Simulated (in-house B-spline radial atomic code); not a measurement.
Configurations of Rb⁺, with energies counted from [Ar] 3d10 4s2 4p6. Method: non-relativistic OLYP, spin-polarised, spherical fractional occupations, point nucleus. Calculated with a B-spline radial code for spherical atoms. Shells without spins written out take the highest spin.

Occupations are held fixed; configurations that lie above the ionisation limit could autoionise.

```csv
configuration,E - E(ref) (eV),highest orbital,its <r> (bohr)
[Ar] 3d10 4s2 4p5 5s1,16.866,5s up,4.088
"[Ar] 3d10 4s2 4p(3 up, 2 down) 5d(1 up, 0 down)",22.568,5d up,7.457
[Ar] 3d10 4s2 4p5 4f1,23.757,4f up,8.431
[Ar] 3d10 4s2 4p5 5f1,24.835,5f up,14.14
[Ar] 3d10 4s1 4p6 5d1,37.929,5d up,7.394
"[Ar] 3d(4 up, 5 down) 4s2 4p6 5s(0 up, 1 down)",116.02,5s down,4.013
"[Ar] 3d(5 up, 4 down) 4s2 4p6 5p(1 up, 0 down)",118.64,5p up,4.88
```

(1) Order these further configurations by energy, lowest first.
A. [Ar] 3d10 4s2 4p(2 up, 3 down) 5p(1 up, 0 down)
B. [Ne] 3s2 3p5 3d10 4s2 4p6 4f1
C. [Ne] 3s2 3p5 3d10 4s2 4p6 5p1
D. [Ar] 3d9 4s2 4p6 5d1
E. [Ne] 3s2 3p5 3d10 4s2 4p6 5f1

(2) How far above the reference does [Ne] 3s2 3p5 3d10 4s2 4p6 4d1 lie?

(3) How far above the reference does [Ar] 3d10 4s1 4p6 4f1 lie?

Answers

(1) A (19.465 eV), D (121.87 eV), C (234.66 eV), B (239.16 eV), E (240.24 eV).

(2) 233.08 eV; its least bound orbital is 4d up with <r> = 2.886 bohr.

(3) 39.147 eV; its least bound orbital is 4f up with <r> = 8.405 bohr.
